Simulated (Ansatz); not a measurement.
Reactions of CH7BSeSi, SMILES `B[Se][SiH2]C`.

Computed with Ansatz on PBE0-D4/def2-TZVP structures; ΔE is electronic, products minus reactants. CCSD(T)/CBS adds triple-zeta CCSD(T) − MP2 to the extrapolated MP2 energy (def2 sets, frozen cores). This one scheme is used for every species, atoms too. DFT in def2-TZVPP. Open shells (•) are unrestricted, without spin–orbit coupling. Spin–orbit coupling would lower the free atoms: a little for B, C, Si; clearly for Se. For Se outer-core shells are correlated without core-valence functions, so the limit isn't a true one: a few kJ/mol of doubt a bond, and 10 to 20 or more in all where bonds break to atoms. Scalar relativity is left out up to krypton. One conformer a species, not always the lowest.

```csv
reaction,CCSD(T)/CBS(def2) (kJ/mol)
`B[Se][SiH2]C` + ethylene → `C=C[Se][SiH2]C` + BH₃,?
`B[Se][SiH2]C` + H₂ → `B[SeH]` + `C[SiH3]`,44
`B[Se][SiH2]C` + fluoromethane → `B[Se]CF` + `C[SiH3]`,105
`B[Se][SiH2]C` + HCl → `B[Se][SiH2]Cl` + CH₄,-96
`B[Se][SiH2]C` → B• + C• + 7 H• + Se• + Si•,3709
```

Task: Fill in the missing values. (An estimate is asked.)

Result: Computed: `B[Se][SiH2]C` + ethylene → `C=C[Se][SiH2]C` + BH₃: +137.3 kJ/mol.

Largest T1 diagnostic: 0.014, for B•.
